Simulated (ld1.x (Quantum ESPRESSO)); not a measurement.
# Varying the TM potential for B

Base potential:

```
Element                 : boron
Generator               : ld1.x (Quantum ESPRESSO) 7.5
Type                    : norm-conserving Troullier–Martins (Kleinman–Bylander form)
Functional              : LDA (PZ)
Relativity              : scalar-relativistic
Frozen core             : [He]
Valence charge          : 3
Reference configuration : 2s2 2p1
Partial waves           : 2s (bound): rc 1.40 bohr; 2p (bound): rc 3.45 bohr; 3d channel at 0.35 Ry: rc 2.60 bohr
Local potential         : all-electron potential smoothed inside 1.75 bohr (lloc = -1)
Core correction         : none
```

All-electron outer shells of the reference configuration (LDA (PZ), scalar-relativistic, ld1.x):

```tsv
shell	level (eV)	outermost node (bohr)	outermost maximum (bohr)
1s	-178.66	–	0.21
2s	-9.39	0.46	1.52
2p	-3.72	–	1.55
```

Cutoffs, loose and tight: the cutoffs (Ry, on a coarse ladder) from which the occupation-weighted sum of valence levels, in a spherical-Bessel basis at the reference potential, stays within 10 and 1 mRy of its value at 400 Ry. They do not see the model core or the augmentation charge, which bear on the density cutoff. Test errors are all-electron minus pseudo excitation energies from the reference, over the configurations 2s2 2p0; 2s1 2p0; 2s2 2p0.5; 2s1 2p1; 2s0 2p3; 2s1 2p2; 2s2 2p1.3 (two spin-polarised tests are not counted in the largest error). A dash means not determined; rows that change the core or the reference have their own tests.

```tsv
change	outcome	cutoff, loose	cutoff, tight	bound ghosts	largest test error (meV)
base	generated	21 Ry	50 Ry	none	+454
local potential the p channel	generated	21 Ry	50 Ry	none	+442
functional PBE	generated	21 Ry	50 Ry	none	+422
local potential all-electron potential smoothed inside 1.50 bohr (lloc = -1)	generated	21 Ry	50 Ry	none	+456
wave 3d channel at 0.35 Ry: rc 2.60 bohr becomes 3d channel at 0.35 Ry: rc 2.76 bohr	generated	21 Ry	50 Ry	none	+454
```

(1) What comes out with this change to the base: all radii scaled by about 0.86 (s 1.20, p 2.98, d 2.24 bohr); local potential all-electron potential smoothed inside 1.52 bohr (lloc = -1)?

(2) What comes out with this change to the base: wave 2p (bound): rc 3.45 bohr becomes 2p (bound): rc 5.08 bohr?

Answers

(1) outcome: generated; cutoff, loose: 21 Ry; cutoff, tight: 55 Ry; bound ghosts: none; largest test error (meV): +303.

(2) outcome: generated; cutoff, loose: 21 Ry; cutoff, tight: 50 Ry; bound ghosts: none; largest test error (meV): +1234.
